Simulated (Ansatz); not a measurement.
C6H4 (SMILES [c]1cc[c]cc1): geometry of the low-spin state from B3LYP-D3(BJ)/def2-TZVP.
(charge 0, multiplicity 1):
```xyz
10

C     -0.05294     1.33069    -0.04311
C      1.18615     0.75591    -0.03662
C      1.24249    -0.66017     0.00926
C      0.05294    -1.33069     0.04311
C     -1.18615    -0.75591     0.03662
C     -1.24249     0.66017    -0.00926
H      2.10598     1.32590    -0.06448
H      2.20472    -1.15597     0.01593
H     -2.10598    -1.32590     0.06448
H     -2.20472     1.15597    -0.01593
```

Codes used: Ansatz (an electronic-structure program). 

Broken-symmetry (BS) and triplet (T) solutions at this geometry:

| level | E(BS) (hartree) | ⟨S²⟩ BS | E(T) (hartree) | ⟨S²⟩ T |
|---|---|---|---|---|
| U-PBE/def2-TZVPP | -230.659728 | 0.857 | -230.652688 | 2.007 |
| U-B3LYP/def2-TZVPP | -230.963387 | 0.940 | -230.958428 | 2.007 |
| U-PBE0/def2-TZVPP | -230.678496 | 0.972 | -230.673997 | 2.009 |
| U-wB97X-V/def2-TZVPP | -230.881259 | 0.981 | -230.877229 | 2.006 |

Task: Give the raw gap E(BS) − E(T) and the gap after approximate spin projection, (E_BS − E_T)⟨S²⟩_T/(⟨S²⟩_T − ⟨S²⟩_BS).

Result: 
- U-PBE/def2-TZVPP: raw -4.4, projected -7.7 kcal/mol
- U-B3LYP/def2-TZVPP: raw -3.1, projected -5.9 kcal/mol
- U-PBE0/def2-TZVPP: raw -2.8, projected -5.5 kcal/mol
- U-wB97X-V/def2-TZVPP: raw -2.5, projected -4.9 kcal/mol
The rule takes the triplet as the only contaminant. For comparison FIC-MRCISD+Q on SA-CASSCF(2,2)/cc-pVTZ gives -2.6 kcal/mol at this geometry.
